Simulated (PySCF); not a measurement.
Isomers of CH6B2FN. The calculation used PBE0-D3(BJ)/def2-SVP geometry optimisation, gas phase (PySCF 2.14.0). Energies are electronic, without zero-point or thermal terms, for one conformer each. No frequencies were run at this level. Point groups hold within 0.08 Å.

Question: Order them by energy at this level, lowest first, and give relative energies in kJ/mol.
A. `[BH2:1][NH:2][B:3]([CH3:4])[F:5]` with B1–N2–B3–C4 0°
B. `[NH2:1][BH:2][CH2:3][BH:4][F:5]` with N1–B2–C3–B4 82°, B2–C3–B4–F5 -93°

Answer: A (0.0), B (87.9).

```json
{"SMILES": "BNB(C)F", "E (Eh)": "-245.69206", "E rel (kJ/mol)": "0.0", "dipole (D)": "0.12", "point group": "near Cs", "A, B, C (MHz)": "7829, 3863, 2629"}
{"SMILES": "NBCBF", "E (Eh)": "-245.65858", "E rel (kJ/mol)": "87.9", "dipole (D)": "1.96", "point group": "C1", "A, B, C (MHz)": "8779, 3136, 2565"}
```
